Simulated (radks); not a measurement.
Values are calculated unless marked as measured or tabulated.
Fractional charge and spin in the 2s shell of fluorine: the spin-up occupation runs from 0 to 1 and the spin-down occupation from 0 to 1; the fullest corner is F, [He] 2p(up 2.5, down 2.5) 2s(up 1, down 1). Code: a radial shooting solver on a logarithmic mesh with Libxc functionals. Model: non-relativistic Kohn-Sham, r2SCAN, spin-polarised, spherical densities, point nucleus; meta-GGA in the generalised Kohn-Sham scheme. Energy (eV) above the fullest corner. The planes named below are the two flat planes that join the four corners, with an edge along up + down = one added electron.

| down \ up | 0 | 0.25 | 0.5 | 0.75 | 1 |
|---|---|---|---|---|---|
| 0 | 99.165 | 82.468 | 66.948 | 52.595 | 39.386 |
| 0.25 | 82.468 | 67.157 | 52.988 | 39.950 | 28.018 |
| 0.5 | 66.948 | 52.988 | 40.134 | 28.372 | 17.678 |
| 0.75 | 52.595 | 39.950 | 28.372 | 17.848 | 8.349 |
| 1 | 39.386 | 28.018 | 17.678 | 8.349 | 0.000 |

Corners above the fullest one (they belong to F+ and the next ion): (up 1, down 0) 39.386 eV, (up 0, down 1) 39.386 eV, (up 0, down 0) 99.165 eV. With half an added electron in each spin the energy lies 0.747 eV from the planes, and with half an added electron in spin up alone -2.328 eV. The planes are only a guide here: the flat-plane condition holds for ground states with one frontier orbital, while this shell lies below other occupied shells, so the corners above the fullest one are inner-hole states and not the ground states of those ions.
